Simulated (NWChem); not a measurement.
Ionisation of CF2

```
C
F 1 1.2986
F 1 1.2986 2 104.83
```
Charge 0, spin multiplicity 1.

All runs are NWChem calculations. All single points use one geometry, from B3LYP/def2-SVP, a minimum by its harmonic frequencies.

Basis set: def2-TZVPD. −ε marks an orbital energy of the parent.

B3LYP has NWChem's definition, with VWN1-RPA local correlation. The structure started from a generated list of species.

### Question
For the first vertical ionisation energy, −ε(HOMO) of PBE0 gives 8.85 eV and −ε(HOMO) of B3LYP gives 8.66 eV. What do −ε(HOMO) of PBE, −ε(HOMO) of HF, −ε(HOMO) of r2SCAN give?

### Answer
−ε(HOMO) of PBE: 7.22 eV; −ε(HOMO) of HF: 13.01 eV; −ε(HOMO) of r2SCAN: 7.56 eV.
